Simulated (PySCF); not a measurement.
Dipole response of P⁺ (phosphorus, charge +1)

[Ne] 3s2 3p2, high-spin 3P determinant. Calculation: PySCF 2.14, in ANO-RCC-VTZP (5s4p2d1f, 34 functions); the spin-free X2C one-electron Hamiltonian (Gaussian nucleus). Coupled (time-dependent) response in atomic units; α is the mean over directions. The basis has no added diffuse functions, which lowers α and C₆.

```json
{"method": "UHF", "mean α (bohr³)": "14.21", "α xx, yy, zz": "13.82, 14.41, 14.41", "C₆ (like pair)": "73.84", "S(−4)": "64.73"}
{"method": "PBE", "mean α (bohr³)": "14.16", "α xx, yy, zz": "13.53, 14.47, 14.47", "C₆ (like pair)": "73.49", "S(−4)": "61.86"}
{"method": "PBE0", "mean α (bohr³)": "14.07", "α xx, yy, zz": "13.54, 14.33, 14.33", "C₆ (like pair)": "72.81", "S(−4)": "61.15"}
{"method": "BHandHLYP", "mean α (bohr³)": "13.94", "α xx, yy, zz": "13.45, 14.19, 14.19", "C₆ (like pair)": "71.92", "S(−4)": "59.89"}
{"method": "MN15", "mean α (bohr³)": "13.94", "α xx, yy, zz": "13.29, 14.26, 14.26", "C₆ (like pair)": "69.38", "S(−4)": "64.99"}
```

S(−4) is the Cauchy moment in α(ω) = α(0) + S(−4) ω² + …

α(iu) at UHF:

```tsv
u (hartree)	α(iu) (bohr³)
0	14.21
0.0500	14.05
0.100	13.60
0.200	12.09
0.300	10.23
0.500	6.917
0.750	4.270
1.00	2.800
1.50	1.432
2.00	0.8630
3.00	0.4166
5.00	0.1665
```

For an ion, C₆ is the dispersion term alone; charge-induced terms of lower order in 1/R come first.

The components differ because the open shell of this determinant is not spherical; for a pure term their mean is the scalar polarisability.
